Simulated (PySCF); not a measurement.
## Structure elucidation problem

The spectra below were simulated for a compound C5H12OSi2.

¹H NMR (500 MHz, computed): δ 6.20 (m, 1H), 6.03 (m, 1H), 5.51 (m, 1H), 5.18 (t, 2H), 4.74 (br s, 1H), 4.43 (br s, 1H), 4.05 (t, 3H), -0.11 (m, 2H).

¹³C{¹H} NMR (computed): δ 164.3 (C), 141.6 (CH), 124.3 (CH2), 99.3 (CH2), -7.2 (CH2).

How the numbers were obtained: PBE0-D3(BJ)/def2-SVP structure, shielding tensors at PBE0/pcSseg-1 (GIAO), in PySCF 2.14.0 with density-fitted response routines (one averaged value for each set of equivalent atoms, one computed conformer, in vacuum, non-relativistic).

Scale: ¹H, ¹³C against TMS (reference shieldings calculated alike).

What is the structure?

Results:


Rings plus π bonds: 2 (no ring in the answer). 5 carbon signals for 5 carbons: no two carbons are equivalent. Carbon types of the structure: 1 × C, 1 × CH, 3 × CH2, leaving 5 H on heteroatoms. δC 164.3: alkene carbon bearing oxygen; an sp2 carbon further deshielded by the attached heteroatom. δC 141.6: alkene CH; the olefinic region. δC 124.3: terminal =CH2 carbon; as expected for a trigonal carbon in a double bond. δC 99.3: β carbon of an enol-ether or enamine type C=C; the O or N lone pair pushes π density onto this β carbon and shields it. δH 6.20: hydrogen on an alkene CH; a vinylic proton, deshielded by the sp2 carbon and the C=C anisotropy. δH 6.03, 5.51: hydrogen on a terminal =CH2 carbon; olefinic region. δH 4.74, 4.43: hydrogen on a β carbon of an enol-ether or enamine type C=C; lone-pair donation from O or N shields it, upfield of ordinary alkene protons.

These data were computed for `C=CC(=C)O[SiH2]C[SiH3]`.

The shifts were computed for this structure.

Shifts are as computed. Against solution values, carbons near 30 ppm lie about +2 ppm off and those near 130 ppm about +5 ppm. Of 1211 compounds with measured shifts, 218 miss one by over three times the rms of a fit or turn the order of signals round; such compounds aren't used in these exercises. Multiplicities follow the n + 1 count of equivalent neighbours, as no J values were calculated; m marks all less simple cases, F and P coupling included.
